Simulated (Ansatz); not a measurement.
Geometry optimisation, UKS PBE0-D4/def2-SVP (Ansatz 0.2.0).

Input:

```yaml
crystal:
  periodic: [false, false, false]
  atoms:
    - { symbol: C, position_ang: [-0.03945, 1.10644, 0.23775] }
    - { symbol: C, position_ang: [-0.07061, -0.02152, -0.42123] }
    - { symbol: Si, position_ang: [-0.58149, -1.73648, -0.14778] }
    - { symbol: F, position_ang: [0.69113, -2.6074, -0.69354] }
    - { symbol: H, position_ang: [-0.28396, 1.24816, 1.28751] }
    - { symbol: H, position_ang: [0.28437, 2.01079, -0.26271] }
magnetization:
  spin_polarized: true
  initial_magnetization: 1
basis:
  gaussian: { orbitals: def2-SVP }
hamiltonian:
  xc: pbe0
  dispersion: d4
relax:
  f_tol: 0.015
  max_steps: 40
```

Command:

```bash
$ ansatz run input.yaml --threads 1 --pin off --max-ram 2048MiB --backend cpu --events-out ev --progress --plain --runs-dir out
```

Task: Where does it end, and by what steps?

Result: The forces met the threshold. After 12 steps the energy has fallen by 0.153 eV; Si3 moved furthest, 0.44 Å.

```json
{"step": "0", "energy less start (eV)": "0.0000", "largest force component (eV/Å)": "0.621", "accepted": "yes"}
{"step": "1", "energy less start (eV)": "-0.0502", "largest force component (eV/Å)": "0.588", "accepted": "yes"}
{"step": "2", "energy less start (eV)": "-0.0485", "largest force component (eV/Å)": "0.843", "accepted": "no"}
{"step": "3", "energy less start (eV)": "-0.0801", "largest force component (eV/Å)": "0.558", "accepted": "yes"}
{"step": "4", "energy less start (eV)": "-0.1084", "largest force component (eV/Å)": "0.472", "accepted": "yes"}
{"step": "5", "energy less start (eV)": "-0.1339", "largest force component (eV/Å)": "0.555", "accepted": "yes"}
{"step": "6", "energy less start (eV)": "-0.1359", "largest force component (eV/Å)": "0.365", "accepted": "yes"}
{"step": "7", "energy less start (eV)": "-0.1343", "largest force component (eV/Å)": "0.717", "accepted": "no"}
{"step": "8", "energy less start (eV)": "-0.1441", "largest force component (eV/Å)": "0.478", "accepted": "yes"}
{"step": "9", "energy less start (eV)": "-0.1507", "largest force component (eV/Å)": "0.276", "accepted": "yes"}
{"step": "10", "energy less start (eV)": "-0.1506", "largest force component (eV/Å)": "0.234", "accepted": "no"}
{"step": "11", "energy less start (eV)": "-0.1522", "largest force component (eV/Å)": "0.044", "accepted": "yes"}
{"step": "12", "energy less start (eV)": "-0.1526", "largest force component (eV/Å)": "0.010", "accepted": "yes"}
```

```xyz
6
Properties=species:S:1:pos:R:3
C -0.025 1.126 0.298
C -0.188 -0.117 -0.073
Si -0.691 -1.830 -0.563
F 0.793 -2.535 -0.589
H -0.096 1.433 1.352
H 0.208 1.923 -0.425
```

Whether the end is a true minimum wasn't checked by a vibrational analysis.

The run took 86 s on 1 thread of Arm Neoverse N1, on a shared host, peak memory 0.16 GiB.
